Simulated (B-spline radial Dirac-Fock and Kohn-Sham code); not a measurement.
## Run log: Tb⁵⁺

ΔSCF core binding energies without Breit or QED terms, calculated with a B-spline atomic structure program. Keys: rel is the Hamiltonian (dirac, or spin-free x2c and nr, where L3 and M5 stand for the whole 2p and 3d shells), method is hf or an exchange,correlation pair (spin-unpolarised, also for the hole states), nuc the nuclear model, radius_factor scales its radius, rmax is the box in bohr, h the logarithmic mesh step, order the B-spline order, points the quadrature points per cell, c_factor scales the speed of light, and damp, ndamp, maxit and tol steer the iteration. The run stops when the commutator error falls below 10·tol·max(1, Z/10), or the numerical noise floor, and the energy has settled to about 1e-8 Ha; the virial ratio is −V/T.

Input (task.json):

```json
{"items": [{"Z": 65, "q": 5, "cfg": [[1, 0, 2], [2, 0, 2], [2, 1, 6], [3, 0, 2], [3, 1, 6], [3, 2, 10], [4, 0, 2], [4, 1, 6], [4, 2, 10], [4, 3, 7], [5, 0, 2], [5, 1, 5]], "A": 159, "rrms": 5.06, "do": "settings", "holes": ["K", "L3", "M5"],
  "settings": [{"rel": "dirac", "method": "hf", "nuc": "fermi", "radius_factor": 1.0, "rmax": 45.0, "h": 0.3, "order": 8, "points": 10, "c_factor": 1.0, "maxit": 2, "damp": 0.5, "ndamp": 3, "tol": 1e-08}]}]}
```

Command: `python xray2_run.py task.json out`

Ground-state iterations:

```
iter   energy (Ha)        error
   1   -11666.86519825  2.07e+00
   2   -11688.64888603  1.31e+00
```

The ground state had not converged after 2 iterations, with total energy -11688.64889 Ha, virial ratio 1.88956 and highest orbital energy 35.02 eV. ΔSCF binding energies: K (1s) 52449.8 eV, L3 (2p3/2) 7742.1 eV, M5 (3d5/2) 1414.3 eV (not all states converged, so these are not final).

Q: One setting is unsound. Which, and why?

A: maxit ends the run before self-consistency. With the default settings (Dirac Hartree-Fock): The ground state converged in 11 iterations, with total energy -11707.02077 Ha, virial ratio 1.91454 and highest orbital energy -83.08 eV. ΔSCF binding energies: K (1s) 52300.1 eV, L3 (2p3/2) 7611.8 eV, M5 (3d5/2) 1323.5 eV.
